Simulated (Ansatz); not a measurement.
Breaking the Pb1–I3 bond in FIPb (SMILES [F][Pb][I]) (multiplicity 1 held, fragments rigid). Energies count from the point at 2.834 Å.
Geometry at that point (charge 0, multiplicity 1):
```xyz
3

Pb     0.546    -0.465     0.740
F      1.677    -1.491    -0.645
I     -1.130     0.972    -1.036
```

R- and RO- levels are restricted; in cc, def2 and unpolarised 6-31G sets they are followed outwards from rest. Unrestricted levels (U-) break spin symmetry where that is lower. Levels need not reach the same state.

Cores are frozen in the correlated methods. Filled d and f shells under p-block atoms count as core.

Codes used: Ansatz (Gaussian orbitals).  In def2 rows elements past Kr take small-core potentials, without spin–orbit coupling.

Energies in eV.

```json
[
 {"R (Å)": "2.267", "U-MP2/def2-SVP": "2.91", "U-SCS-MP2/def2-SVP": "2.94", "U-CCSD/def2-SVP": "2.93", "R-CCSD(T)/def2-SVP": "2.95", "U-CCSD(T)/def2-SVP": "2.95"},
 {"R (Å)": "2.550", "U-MP2/def2-SVP": "0.53", "U-SCS-MP2/def2-SVP": "0.54", "U-CCSD/def2-SVP": "0.54", "R-CCSD(T)/def2-SVP": "0.54", "U-CCSD(T)/def2-SVP": "0.54"},
 {"R (Å)": "2.834", "U-MP2/def2-SVP": "0.00", "U-SCS-MP2/def2-SVP": "0.00", "U-CCSD/def2-SVP": "0.00", "R-CCSD(T)/def2-SVP": "0.00", "U-CCSD(T)/def2-SVP": "0.00"},
 {"R (Å)": "3.117", "U-MP2/def2-SVP": "0.20", "U-SCS-MP2/def2-SVP": "0.19", "U-CCSD/def2-SVP": "0.19", "R-CCSD(T)/def2-SVP": "0.18", "U-CCSD(T)/def2-SVP": "0.18"},
 {"R (Å)": "3.400", "U-MP2/def2-SVP": "0.65", "U-SCS-MP2/def2-SVP": "0.63", "U-CCSD/def2-SVP": "0.63", "R-CCSD(T)/def2-SVP": "0.62", "U-CCSD(T)/def2-SVP": "0.62"},
 {"R (Å)": "3.825", "U-MP2/def2-SVP": "1.54", "U-SCS-MP2/def2-SVP": "1.50", "U-CCSD/def2-SVP": "1.38", "R-CCSD(T)/def2-SVP": "1.34", "U-CCSD(T)/def2-SVP": "1.36"},
 {"R (Å)": "4.250", "U-MP2/def2-SVP": "2.36", "U-SCS-MP2/def2-SVP": "2.31", "U-CCSD/def2-SVP": "2.04", "R-CCSD(T)/def2-SVP": "1.96", "U-CCSD(T)/def2-SVP": "2.03"},
 {"R (Å)": "4.959", "U-MP2/def2-SVP": "2.76", "U-SCS-MP2/def2-SVP": "2.68", "U-CCSD/def2-SVP": "2.57", "R-CCSD(T)/def2-SVP": "2.52", "U-CCSD(T)/def2-SVP": "2.63"},
 {"R (Å)": "5.667", "U-MP2/def2-SVP": "2.84", "U-SCS-MP2/def2-SVP": "2.75", "U-CCSD/def2-SVP": "2.67", "R-CCSD(T)/def2-SVP": "2.02", "U-CCSD(T)/def2-SVP": "2.75"},
 {"R (Å)": "6.517", "U-MP2/def2-SVP": "2.85", "U-SCS-MP2/def2-SVP": "2.76", "U-CCSD/def2-SVP": "2.68", "R-CCSD(T)/def2-SVP": "0.37", "U-CCSD(T)/def2-SVP": "2.76"},
 {"R (Å)": "7.651", "U-MP2/def2-SVP": "2.86", "U-SCS-MP2/def2-SVP": "2.76", "U-CCSD/def2-SVP": "2.69", "R-CCSD(T)/def2-SVP": "-0.56", "U-CCSD(T)/def2-SVP": "2.76"},
 {"R (Å)": "9.068", "U-MP2/def2-SVP": "2.86", "U-SCS-MP2/def2-SVP": "2.77", "U-CCSD/def2-SVP": "2.69", "R-CCSD(T)/def2-SVP": "-0.34", "U-CCSD(T)/def2-SVP": "2.76"}
]
```

Doubts at one or more of the structures used: a spin-contaminated determinant (U-MP2/def2-SVP, U-SCS-MP2/def2-SVP, U-CCSD/def2-SVP, U-CCSD(T)/def2-SVP); T1 above 0.05 (U-CCSD/def2-SVP, R-CCSD(T)/def2-SVP, U-CCSD(T)/def2-SVP); the program's own flag: other amplitudes (U-CCSD/def2-SVP, U-CCSD(T)/def2-SVP); a restricted determinant that unrestricted orbitals would lower (R-CCSD(T)/def2-SVP); other coupled-cluster roots lie near (R-CCSD(T)/def2-SVP).

Ansatz is a first-principles code.
